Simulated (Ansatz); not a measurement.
Cartesian coordinates in Å:
```
C 0.8631 1.1034 -0.4366
C 0.1305 0.0375 -0.7472
Ga -0.7826 -0.9554 0.6302
Cl -1.9797 -2.6823 0.2697
Cl -0.6366 -0.3531 2.6753
H 1.3878 1.6789 -1.1955
H 0.9725 1.4495 0.5874
H 0.0450 -0.2783 -1.7832
```

Total charge 0; spin multiplicity 1.

(1) List the PBE0/def2-TZVPP orbital energies in eV (Ansatz). (An estimate is asked.)

## Answers

(1) Ansatz gave: Occupied: -10148.34, -2767.28, -2767.25, -1254.14, -1110.33, -1110.23, -1110.20, -279.13, -278.98, -259.11, -259.09, -197.38, -197.36, -197.27, -197.25, -197.25, -197.23, -152.48, -105.47, -105.27, -105.18, -24.77, -24.68, -24.49, -24.46, -24.41, -22.63, -22.17, -21.93, -16.62, -13.86, -12.83, -11.88, -10.50, -9.82, -9.74, -9.19, -8.99, -8.80, -8.74. Lowest empty: -1.86, -0.68, 0.31, 1.37, 1.83, 2.76, 2.80, 3.48.
